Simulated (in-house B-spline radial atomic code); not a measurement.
A fraction x of an electron is removed from 2p in Si II (Si+), starting from [Ne] 3s2 3p1 and keeping the highest spin. All numbers are computed (scalar-relativistic (X2C) LDA exchange-only, spin-polarised, spherical fractional occupations; Fermi nucleus of rms radius 3.1224 fm) with a radial B-spline atomic code at the basis-set limit, not measured.

| x | E(x) - E(0) (eV) | 2p down level (eV) |
| --- | --- | --- |
| 0 | 0.0000 | -103.111 |
| 0.06 | 6.2390 | -104.857 |
| 0.22 | 23.3922 | -109.573 |
| 0.26 | 27.7989 | -110.766 |
| 0.48 | 52.8965 | -117.420 |
| 0.5 | ? | ? |
| 0.58 | 64.7920 | -120.495 |
| 0.7 | 79.4747 | -124.225 |
| 0.84 | 97.1739 | -128.629 |
| 0.91 | ? | ? |
| 1 | 118.1617 | -133.730 |

**Question.** What belongs in the row x = 0.5?

**Answer.** An energy change of 55.2510 eV; 2p down at -118.032 eV.

**Question.** What belongs in the row x = 0.91?

**Answer.** An energy change of 106.2556 eV; 2p down at -130.852 eV.

**Question.** Check Janak's theorem between x = 0.06 and 0.22.

**Answer.** The slope of the energy is 107.21 eV; the orbital levels give 107.22 eV (-ε of the emptying orbital, averaged over the two points).
